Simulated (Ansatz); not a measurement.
Start from `[NH2][Nb]([NH2])([NH2])=[S]` and change one atom or group to get `[NH2][Nb]([NH2])(=[S])[Cl]`.

Ansatz, PBE0-D4/def2-TZVP geometries, multiplicity 1. Each molecule was computed in one conformer, which needn't be the lowest.

Elements past krypton have def2 core potentials.

```csv
property,`[NH2][Nb]([NH2])([NH2])=[S]`
HOMO–LUMO gap (PBE/def2-TZVPP) / eV,3.96
HOMO–LUMO gap (ωB97M-V/def2-TZVPP) / eV,10.04
zero-point energy (PBE0-D4/def2-TZVP) / kJ/mol,202.7
size of the dipole moment (B3LYP/def2-TZVPP) / D,4.05
HOMO energy (B3LYP/def2-TZVPP) / eV,-6.79
HOMO–LUMO gap (B3LYP/def2-TZVPP) / eV,5.45
```

Q: What does the change do to each property? (Best estimate.)

A: Computed: 
| property | `[NH2][Nb]([NH2])(=[S])[Cl]` | shift |
| --- | --- | --- |
| HOMO–LUMO gap (PBE/def2-TZVPP) / eV | 3.76 | -0.20 |
| HOMO–LUMO gap (ωB97M-V/def2-TZVPP) / eV | 9.87 | -0.17 |
| zero-point energy (PBE0-D4/def2-TZVP) / kJ/mol | 140.2 | -62.5 |
| size of the dipole moment (B3LYP/def2-TZVPP) / D | 4.23 | 0.18 |
| HOMO energy (B3LYP/def2-TZVPP) / eV | -7.40 | -0.61 |
| HOMO–LUMO gap (B3LYP/def2-TZVPP) / eV | 5.27 | -0.18 |

With PBE0 the HOMO falls by 0.62 eV and the LUMO falls by 0.80 eV, so the gap narrows by about 0.18 eV. PBE moves the HOMO by -0.58 eV and ωB97M-V by -0.58 eV. The zero-point energy changes by -62.5 kJ/mol with -6 modes. Dipoles are sizes alone; their direction can turn.

Positive LUMOs are unbound, so they and the gaps depend on the basis.

B3LYP here is the variant with VWN-RPA as its local correlation; programs differ in this.
